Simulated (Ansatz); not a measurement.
Ideal-gas functions of AlH3Se3 (`[SeH][Al]([SeH])[SeH]`) at 500 K and 1 bar, from an Ansatz frequency run at PBE0-D4/def2-TZVP.

Molar mass 266.89 g/mol, point group Cs (symmetry number 1), electronic degeneracy 1, moments of inertia 624.444, 666.463, 1290.902 u Å². Harmonic wavenumbers (cm⁻¹, unscaled): 34, 72, 81, 153, 201, 208, 217, 446, 452, 533, 604, 624, 2439, 2442, 2446.

Use S(trans) = R[1.5 ln M + 2.5 ln T − 1.1517]; rotational temperatures θ = 24.2544 K / I; S(rot) = R[ln(√π/σ · √(T³/θAθBθC)) + 1.5]; for each mode x = 1.438777 ν̃/T, S = R[x/(eˣ − 1) − ln(1 − e⁻ˣ)] and H = RT x/(eˣ − 1); 1 cm⁻¹ = 0.0119627 kJ/mol; R = 8.31446 J/(mol·K).

**Question.** By hand: the entropy, in J/(mol·K).

**Answer.** Translation 189.3. Rotation: θ = 0.0388, 0.0364, 0.0188 K, giving 138.5. Vibration, mode by mode: 27.64, 21.42, 20.44, 15.20, 12.98, 12.71, 12.36, 6.79, 6.69, 5.53, 4.69, 4.48, 0.06, 0.06, 0.06, in all 151.1. Electronic 0.0. Sum 478.9 J/(mol·K).

**Question.** By hand: H − E and G − E in kJ/mol, counted from the electronic energy.

**Answer.** Zero-point energy ½ × 10952 × 0.0119627 = 65.5; thermal vibration 32.7; translation, rotation and pV give 4 RT = 16.6. H − E = 114.8 kJ/mol, and G − E = 114.8 − 500 × 478.9/1000 = -124.6 kJ/mol.

Vibration gives 32 % of the entropy, 69.5 J/(mol·K) of it from the modes under 150 cm⁻¹: soft modes count most, and the harmonic formula is weakest for them. The sum counts one conformer and one mirror image; others add a mixing term.
